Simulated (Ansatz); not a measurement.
Consider the ligand exchange at the In–O bond: `[NH2][In]([NH2])[OH]` + CH₃OH → `C[O][In]([NH2])[NH2]` + H₂O.

Program: Ansatz. Geometries: PBE0-D4/def2-TZVP. ΔE: electronic, gas phase. CBS: MP2 limit from def2 TZ/QZ plus the TZ coupled-cluster correction, frozen cores. This one scheme is used for every species. Functionals use def2-TZVPP. HSE06 is defined as in plane-wave codes. def2 core potentials past Kr. For In outer-core shells are correlated without core-valence functions, which leaves a few kJ/mol of doubt a bond. One conformer a species, not always the lowest.

```tsv
level	ΔE (kJ/mol)
BLYP-D4	4.1
r2SCANh-D4	5.3
HSE06-D4	5.3
BHLYP-D4	4.9
CAM-B3LYP-D4	6.4
MP2/def2-TZVPP	3.4
SCS-MP2/def2-TZVPP	5.3
MP2/CBS(def2)	2.3
```

What does CCSD(T)/CBS give? (An estimate is asked.)

Computed: +2.7 kJ/mol. The listed levels differ from it by 1.4, 2.6, 2.6, 2.2, 3.7, 0.7, 2.6, -0.4 kJ/mol.

Largest T1 diagnostic among the species: 0.015.

The D4 term adds −5.0 kJ/mol with B3LYP and −2.9 kJ/mol with PBE0; it sums over pairs of atoms, weighted by their polarisabilities, and B3LYP, whose exchange is more repulsive, gets the larger term. Leaving LDA and LC-ωPBE aside and taking each functional with its dispersion term where it has one, the values, not all of them listed here, spread over 3.5 kJ/mol, from revPBE-D4 to B2PLYP. LDA lies −3.3 kJ/mol from PBE without D4.

B3LYP here is the variant with VWN-RPA as its local correlation; programs differ in this.
